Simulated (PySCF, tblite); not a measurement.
Species: C3H5FO2Si.
Structure used (GFN2-xTB), in Å, numbered top down from 1:
```
atom  x, y, z in Å
O1    -0.640    1.736    0.845
Si2   -0.080    0.366    0.201
C3    -1.485   -0.923    0.057
F4    -2.674   -0.256   -0.184
C5     1.356    0.370   -1.031
C6     2.077   -0.113   -0.022
O7     1.248   -0.211    1.083
H8    -1.555    1.986    0.728
H9    -1.629   -1.476    0.988
H10   -1.360   -1.635   -0.759
H11    1.643    0.574   -2.041
H12    3.099   -0.420    0.108
```

The calculation used B3LYP/def2-SVPD in PySCF (dipole) on a GFN2-xTB geometry, gas phase.

Masses are those of the commonest isotopes; rigid-rotor values at the optimised geometry. The values belong to one conformer with, in the numbering `[OH:1][Si@@:2]1([CH2:3][F:4])[CH:5]=[CH:6][O:7]1`, H–O1–Si2–C3 -28°, O1–Si2–C3–F4 33°.

Problem. Give the principal moments of inertia and the rotational constants in MHz.

Solution. Ia = 118.40, Ib = 326.02, Ic = 362.20 u·Å²; 505379 MHz·u·Å²/I gives A = 4268, B = 1550, C = 1395 MHz.

Problem. Classify the top.

Solution. An asymmetric top. Ray's parameter κ = (2B − A − C)/(A − C) = -0.892; −1 is the prolate and +1 the oblate limit.

Problem. Is it planar, by Δ = Ic − Ia − Ib?

Solution. Not planar: Δ = Ic − Ia − Ib = -82.21 u·Å². For a rigid frame Δ = −2 Σ m c², so Σ m c² = 41.11 u·Å² lies off the ab plane: 6.79 from hydrogen and 34.32 from heavier atoms. The atom farthest from that plane is 2.14 Å away.

Problem. Give the other two planar moments, Paa and Pbb, and the rms extents of the mass along the axes.

Solution. Paa = Σ m a² = (Ib + Ic − Ia)/2 = 284.91 and Pbb = Σ m b² = (Ia + Ic − Ib)/2 = 77.29 u·Å². With the mass M = 120.00 u, the rms extents √(P/M) along a, b and c are 1.54, 0.80, 0.59 Å.

Problem. Which lines would a microwave search look for?

Solution. The dipole components are |μa| = 0.40 D, |μb| = 1.11 D, |μc| = 0.76 D. The squared components, which scale the intensities, stand as 0.13 : 1.00 : 0.46 (a : b : c). Some lines, for components of 0.1 D or more:

```tsv
type	branch	J(Ka,Kc)	MHz	lower level (cm⁻¹)
a	Q	2(1,1) ← 2(1,2)	465	0.380
c	Q	2(1,2) ← 2(0,2)	2570	0.295
c	Q	1(1,1) ← 1(0,1)	2718	0.098
a	R	1(0,1) ← 0(0,0)	2945	0.000
b	R	2(0,2) ← 1(1,1)	3166	0.189
c	R	1(1,0) ← 0(0,0)	5819	0.000
a	R	2(0,2) ← 1(0,1)	5884	0.098
a	R	2(1,1) ← 1(1,0)	6046	0.194
c	Q	2(2,1) ← 2(1,1)	8155	0.396
b	Q	2(2,0) ← 2(1,1)	8161	0.396
b	R	2(1,2) ← 1(0,1)	8454	0.098
b	Q	2(2,1) ← 2(1,2)	8619	0.380
c	R	2(1,1) ← 1(0,1)	8919	0.098
b	R	2(2,0) ← 1(1,1)	14362	0.189
```

Problem. Estimate the classical rotational partition function at 100 K, 200 K and 298.15 K.

Solution. Point group C1, symmetry number σ = 1; q = (√π/σ)·√((kT/h)³/(ABC)), k/h = 20836.6 MHz/K: 55500 at 100 K, 157000 at 200 K, 286000 at 298.15 K.

Its GFN2-xTB frequencies are all real (lowest 47 cm⁻¹). Zero-point vibration and centrifugal distortion are left out.
